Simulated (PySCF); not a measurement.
# Dipole moment and polarisability of 2-vinylthiophene

Compound: 2-vinylthiophene, C6H6S.
SMILES with atom numbers: `[CH2:1]=[CH:2][c:3]1[cH:4][cH:5][cH:6][s:7]1` (hydrogens: H8, H9 on C1; H10 on C2; H11 on C4; H12 on C5; H13 on C6)

Cartesian coordinates in Å at the GFN2-xTB level; atoms count from 1:
```
atom  x, y, z in Å
C1    -2.1916   -0.7792    1.1692
C2    -1.6071   -0.3131    0.0700
C3    -0.2050   -0.0185   -0.0561
C4     0.4471    0.4609   -1.1613
C5     1.8289    0.6442   -0.9601
C6     2.2212    0.3046    0.2952
S7     0.9121   -0.2474    1.2595
H8    -1.6262   -0.9709    2.0662
H9    -3.2467   -0.9833    1.2079
H10   -2.1892   -0.1261   -0.8239
H11   -0.0531    0.6745   -2.0896
H12    2.5006    1.0125   -1.7152
H13    3.2044    0.3424    0.7205
```

Level: CAM-B3LYP/def2-SVPD (PySCF), static field, nuclei fixed, core orbitals frozen in the response. The polarisability tensor in these axes (au):

```
x   115.21  14.91 -11.75
y    14.91  61.60 -15.00
z   -11.75 -15.00  93.33
```

Q: What are the eigenvalues, a third of the trace, and Δα (Δα² = ½Σ(αi − αj)² over the three pairs)?

A: Principal values 54.00, 89.70 and 126.43 au; mean 90.04 au = 13.34 Å³ = 14.85 × 10⁻⁴⁰ C²·m²/J; Δα = 62.74 au (70 % of the mean).

Q: What is the dipole moment, and where does it point?

A: (0.17, 0.24, -0.65) D, 0.71 D in size, pointing from the negative to the positive side. Measured along this direction, the outermost atoms are H8 at the negative end and H12 at the positive end.

Q: What depolarisation ratio follows for Rayleigh scattering of linearly polarised light, taking the static tensor?

A: ρ = 3Δα²/(45ᾱ² + 4Δα²) = 11807.1/(364863 + 15742.8) = 0.031.

Q: What would n − 1 = 2πNα be for an ideal gas of these molecules at 400 K and 1 atm, electronic part alone?

A: N = p/kT = 1.8347 × 10¹⁹ cm⁻³, so n − 1 = 2π × N × 13.34 × 10⁻²⁴ cm³ = 1538 × 10⁻⁶ at long wavelengths.

Q: How large is μ²/3kT at 500 K beside α?

A: In Gaussian units μ²/3kT = 2.43 Å³ against 13.34 Å³, a ratio of 0.18; the Debye molar polarisation (4π/3)N_A(α + μ²/3kT) is 39.8 cm³/mol, leaving out the vibrational part.

Q: In TDDFT the mean static polarisability is Σ f/ω² over all singlet excitations (ω in hartree). How much of it do the 8 lowest give? Their energies (eV) and oscillator strengths: 4.61, 0.2725; 5.41, 0.1009; 5.88, 0.0003; 6.20, 0.0069; 6.48, 0.0005; 6.75, 0.0003; 6.78, 0.0009; 6.86, 0.1322.

A: They add up to 14.30 au, 15.9 % of the 90.04 au; the largest single term is 9.50 au, from the state at 4.61 eV. Terms in order: 9.50, 2.55, 0.01, 0.13, 0.01, 0.00, 0.01, 2.08 au. Higher excitations give the rest. The strengths listed sum to 0.514.

Q: What molar refraction does this α imply?

A: Lorentz–Lorenz: R = (4π/3)N_A α = 2.5225 cm³/(mol·Å³) × 13.34 Å³ = 33.7 cm³/mol, in the limit of long wavelengths.

Geometry: GFN2-xTB, one conformer, isolated molecule.

These values come from a run that also computed excited states. On Arm Neoverse V2, one thread, shared host, this took 26 s.
